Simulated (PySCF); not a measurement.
**NMR parameters of AlCl2Br**

AlCl2Br, AlBrCl2, point group C2v.

Bonds: Al1-Cl2 2.081 Å, Al1-Cl3 2.082 Å, Al1-Br4 2.229 Å.

GIAO calculations in PySCF 2.14 on the PBE0-D3(BJ)/def2-SVP structure: isolated species, non-relativistic, equivalent atoms averaged; basis pcSseg-1 (pcSseg-2 on Al).

Task: Give the isotropic shieldings (ppm) with B3LYP, PBE, PBE0.

Result: 
```csv
atoms,environment,B3LYP,PBE,PBE0
Br4,bromine bonded to Al,2582,2533,2612
Cl2/Cl3,chlorine bonded to Al,881,857,893
Al1,"aluminium bonded to Br, 2 Cl",387.3,384.0,398.4
HOMO–LUMO gap (eV),–,7.03,5.40,7.58
```

Task: And the chemical shifts, against references computed in the same way?

Result: 
```json
{"atoms": "Br4", "nucleus, reference": "⁷⁹Br, HBr", "B3LYP": "-38", "PBE": "19", "PBE0": "-27"}
{"atoms": "Cl2/Cl3", "nucleus, reference": "³⁵Cl, HCl", "B3LYP": "50", "PBE": "76", "PBE0": "50"}
{"atoms": "Al1", "nucleus, reference": "²⁷Al, [Al(H2O)6]3+", "B3LYP": "183.9", "PBE": "176.8", "PBE0": "177.7"}
```

Task: Which part of the shielding of Br4 depends on the functional?

Result: Diamagnetic: B3LYP 3123, PBE 3123, PBE0 3123 ppm; paramagnetic: B3LYP -541, PBE -590, PBE0 -511 ppm. The diamagnetic part, set mainly by inner electrons, hardly moves; the paramagnetic part goes with low-lying magnetically allowed excitations and carries the spread.

Relativistic effects, spin–orbit coupling among them, are left out; they matter for Br and for the light atoms bonded to it.
